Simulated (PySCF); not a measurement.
**Dipole response of La (lanthanum, neutral)**

[Xe] 5d2 6s1, high-spin 4F determinant (an excited configuration). All numbers are calculated (PySCF 2.14, scalar relativity by spin-free X2C-1e, in ANO-RCC-VTZP (8s7p5d3f2g1h, 104 functions)). Coupled (time-dependent) response in atomic units; α is the mean over directions. The basis has no added diffuse functions, which lowers α and C₆.

```json
{"method": "UHF", "mean α (bohr³)": "315.7", "C₆ (like pair)": "5694", "S(−4)": "68120"}
{"method": "PBE", "mean α (bohr³)": "191.2", "C₆ (like pair)": "2861", "S(−4)": "25540"}
```

S(−4) is the Cauchy moment in α(ω) = α(0) + S(−4) ω² + …

Spin-orbit coupling is absent.

α(iu) at UHF:

```json
{"u (hartree)": "0", "α(iu) (bohr³)": "315.7"}
{"u (hartree)": "0.0500", "α(iu) (bohr³)": "209.4"}
{"u (hartree)": "0.100", "α(iu) (bohr³)": "113.0"}
{"u (hartree)": "0.200", "α(iu) (bohr³)": "49.91"}
{"u (hartree)": "0.300", "α(iu) (bohr³)": "30.82"}
{"u (hartree)": "0.500", "α(iu) (bohr³)": "16.81"}
{"u (hartree)": "0.750", "α(iu) (bohr³)": "10.23"}
{"u (hartree)": "1.00", "α(iu) (bohr³)": "7.041"}
{"u (hartree)": "1.50", "α(iu) (bohr³)": "3.989"}
{"u (hartree)": "2.00", "α(iu) (bohr³)": "2.598"}
{"u (hartree)": "3.00", "α(iu) (bohr³)": "1.391"}
{"u (hartree)": "5.00", "α(iu) (bohr³)": "0.6205"}
```

A single London oscillator, α(iu) = α/(1 + u²/ω²), gives C₆ = (3/4) ω α². Matching the computed C₆ needs ω = 4 × 5694 / (3 × 315.7²) = 0.0762 hartree.

Spin-orbit coupling, absent here, splits the open shell strongly.
